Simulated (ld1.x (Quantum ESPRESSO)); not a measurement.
## Cl: excitation energies, all-electron against ultrasoft

Cl (Z = 17), ultrasoft, made with ld1.x (Quantum ESPRESSO) 7.5 (PBEsol, fully relativistic). Core [Ne], reference 3s2 3p4 (charge +1). Waves: 3s (bound): rcut 0.95, rcutus 1.20 bohr; 3s channel at 0.5 Ry: rcut 0.95, rcutus 1.20 bohr; 3p (bound): rcut 1.25, rcutus 1.40 bohr; 3p channel at -0.8 Ry: rcut 1.25, rcutus 1.40 bohr. Local part: all-electron potential smoothed inside 1.15 bohr (lloc = -2). Core correction: a·sin(br)/r model core, default radius (core density twice the valence density). Augmentation charge: built from norm-conserving waves at rcut, not smoothed further.

Open shells are filled in proportion to 2j + 1 (rel_dist='average').

Energies are relative to the spin-unpolarised reference configuration 3s2 3p4; without spin polarisation the order of configurations can differ from experiment. The frozen-core shift is the all-electron ΔE with the core orbitals held at their reference shape minus the fully relaxed ΔE.

```csv
valence configuration,charge,ΔE all-electron (eV),error AE − PS (meV),frozen-core shift (meV)
3s2 3p5,0,-13.836,+1.9,+0.9
3s2 3p3,+2,25.398,+5.6,+3.4
3s2 3p2,+3,63.654,+35,+22
3s2 3p4.5,+0.5,-8.271,+0.7,+0.3
3s1 3p6,0,-1.723,-0.5,+0.5
3s2 3p5.3,-0.3,-15.964,+2.6,+1.1
```

(1) What are ΔE and the potential's error for 3s1 3p5?

Levels in the configuration 3s1 3p6:

| level | all-electron (eV) | pseudo (eV) |
| --- | --- | --- |
| 3s j=1/2 | -21.273 | -21.281 |
| 3p j=1/2 | -9.190 | -9.192 |
| 3p j=3/2 | -9.062 | -9.064 |

Results:

(1) ΔE = 12.668 eV all-electron; the error (AE − PS) is -3.6 meV.
